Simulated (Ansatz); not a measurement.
AlH₄NSeSi (`[SeH][SiH]1[NH][AlH]1`), charge 0, multiplicity 1.

(1) Give a relaxed structure at PBE0-D4/def2-TZVP (the Gaussian-basis code of Ansatz). (Estimate.)

## Answers

(1) The calculation gave: 
```xyz
8

Se    0.8535    0.4544    2.2820
Si    0.3475    0.5305    0.0503
N    -0.2963   -0.9261   -0.6837
Al   -1.7183    0.1248   -0.8722
H     2.2997    0.5877    2.0649
H     1.5756    1.0862   -0.5836
H     0.1206   -1.8364   -0.8140
H    -3.1824   -0.0212   -1.4438
```
